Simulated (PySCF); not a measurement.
# Ti: ionisation energy

Ti [Ar] 3d2 4s2 (3F) → Ti⁺ [Ar] 3d2 4s1 (4F), as a difference of total energies. Computed with PySCF 2.14 in def2-QZVPPD (11s6p5d3f2g, 93 functions), with the non-relativistic Hamiltonian (point nucleus). Correlated levels: valence and next inner shell: [Ne] frozen. The calculations carry no spin-orbit coupling.

```csv
method,ionisation energy (eV)
UHF,5.524
MP2 (valence and next inner shell),6.543
SCS-MP2 (valence and next inner shell),6.637
CCSD (valence and next inner shell),6.639
CCSD(T) (valence and next inner shell),6.750
```

Question: How much does correlation contribute at CCSD(T) (valence and next inner shell)?

Answer: 6.750 − (5.524) = 1.226 eV, measured against UHF.

These non-relativistic numbers lack the scalar-relativistic shift.

Errors of the correlated levels include the incompleteness of this basis and the frozen core.

For comparison: 6.828 eV (measured; NIST levels, between the centres of gravity of the two terms).
